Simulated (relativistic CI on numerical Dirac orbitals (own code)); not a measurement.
## W⁶⁷⁺: computed level list

These numbers are calculated, not measured: Dirac-Coulomb-Breit CI, separate exchange-only KLI orbitals for each configuration, a model potential for QED, unscaled Slater integrals (own radial code, finite nucleus).

Configuration list (outside the closed core 1s2): 2s2 2p3, 2s 2p4, 2p5, 2p4 3s, 2p4 3p, 2s2 2p2 3s, 2p4 3d, 2s2 2p2 3p, 2s2 2p2 3d, 2s 2p3 3s, 2s 2p3 3p, 2s 2p3 3d, 2s2 2p2 4s, 2s2 2p2 4p, 2s2 2p2 4d, 2s2 2p2 4f, 2s2 2p 3s2, 2s 2p3 4s, 2s2 2p 3s 3p, 2s 2p3 4p, 2s 2p3 4d, 2s2 2p2 5s, 2s2 2p 3s 3d, 2s 2p3 4f, 2s2 2p 3p2, 2s2 2p2 5p, 2s2 2p2 5d, 2s2 2p2 5f, 2s2 2p2 5g, 2s2 2p 3p 3d, 2s 2p2 3s2, 2s2 2p 3d2, 2s 2p2 3s 3p, 2s 2p2 3s 3d, 2s 2p2 3p2, 2s 2p2 3p 3d. Levels of other configurations are missing.

| No. | Configuration | Term | J | E (eV) | % | Next component (%) | Landé g |
| --- | --- | --- | --- | --- | --- | --- | --- |
| 41 | 2s2 2p2 3p | 4S° | 3/2 | 10767.7 | 32 | 31 2P° | 1.405 |
| 42 | 2s2 2p2 3p | 2D° | 5/2 | 10775.7 | 66 | 16 2F° | 1.173 |
| 43 | 2s2 2p2 3p | 2P° | 1/2 | 10799.3 | 87 | 7 4D° | 0.633 |
| 44 | 2s2 2p2 3d | 4F | 3/2 | 10833.5 | 43 | 27 2P | 0.919 |
| 45 | 2s2 2p2 3d | 4F | 5/2 | 10834.9 | 53 | 38 2F | 0.954 |
| 46 | 2s2 2p2 3d | 4D | 1/2 | 10839.8 | 79 | 15 2P | 0.247 |
| 47 | 2s2 2p2 3d | 2G | 7/2 | 10851.5 | 55 | 25 2F | 0.999 |
| 48 | 2s2 2p2 3d | 2D | 5/2 | 10867.4 | 37 | 32 2F | 1.119 |
| 49 | 2s2 2p2 3d | 2D | 3/2 | 10873.1 | 47 | 24 2P | 1.098 |
| 50 | 2s2 2p2 3d | 2P | 1/2 | 10883.0 | 38 | 32 4P | 1.599 |
| 51 | 2s2 2p2 3d | 4D | 7/2 | 10934.0 | 46 | 38 4F | 1.294 |
| 52 | 2s2 2p2 3d | 2P | 3/2 | 10953.4 | 40 | 25 4P | 1.314 |
| 53 | 2s2 2p2 3d | 2G | 9/2 | 10954.4 | 65 | 35 4F | 1.164 |
| 54 | 2s2 2p2 3d | 2F | 5/2 | 10955.8 | 44 | 20 4P | 1.133 |
| 55 | 2s2 2p2 3d | 2D | 5/2 | 10972.4 | 59 | 26 4P | 1.245 |
| 56 | 2s2 2p2 3d | 2F | 7/2 | 10980.8 | 70 | 12 4F | 1.122 |
| 57 | 2s2 2p2 3d | 2D | 3/2 | 10987.5 | 57 | 29 2P | 0.960 |
| 58 | 2s2 2p2 3d | 2P | 1/2 | 10992.6 | 57 | 37 2S | 1.220 |
| 59 | 2s 2p3 3p | 4D | 7/2 | 11038.2 | 49 | 26 6P | 1.416 |
| 60 | 2s 2p3 3p | 2P | 3/2 | 11048.1 | 31 | 30 4P | 1.497 |
| 61 | 2s 2p3 3p | 4P | 5/2 | 11066.7 | 38 | 28 2D | 1.400 |
| 62 | 2s 2p3 3p | 2P | 1/2 | 11071.1 | 40 | 27 4P | 1.401 |
| 63 | 2s 2p3 3p | 2D | 5/2 | 11135.0 | 33 | 28 4P | 1.254 |
| 64 | 2s 2p3 3d | 4D° | 5/2 | 11138.4 | 30 | 19 4F° | 1.234 |
| 65 | 2s 2p3 3d | 4D° | 3/2 | 11143.8 | 29 | 23 6D° | 1.335 |
| 66 | 2s 2p3 3d | 2F° | 7/2 | 11147.2 | 24 | 23 4F° | 1.215 |
| 67 | 2s 2p3 3d | 4P° | 1/2 | 11148.4 | 47 | 26 6D° | 2.222 |
| 68 | 2s 2p3 3p | 2P | 3/2 | 11153.1 | 36 | 23 2D | 1.219 |
| 69 | 2s 2p3 3p | 4P | 1/2 | 11158.1 | 39 | 29 2P | 1.742 |
| 70 | 2s 2p3 3d | 2D° | 3/2 | 11226.4 | 35 | 25 4F° | 0.916 |

Energies count from the lowest computed level; ° marks odd parity.

The mean weight of the leading LS term, summed over parents, in these 30 levels is 47 %, and that of the leading jj configuration (from the same eigenvectors) 99 %, so jj coupling describes them better and the LS labels are nominal.

At this charge energies of transitions that change n are usually good to better than 1 %, and those within a shell (Δn = 0) to a few per cent.

LS names give the leading component of a level, which can be under half, so a name can repeat, a term be missing and a line seem to break the LS rules.
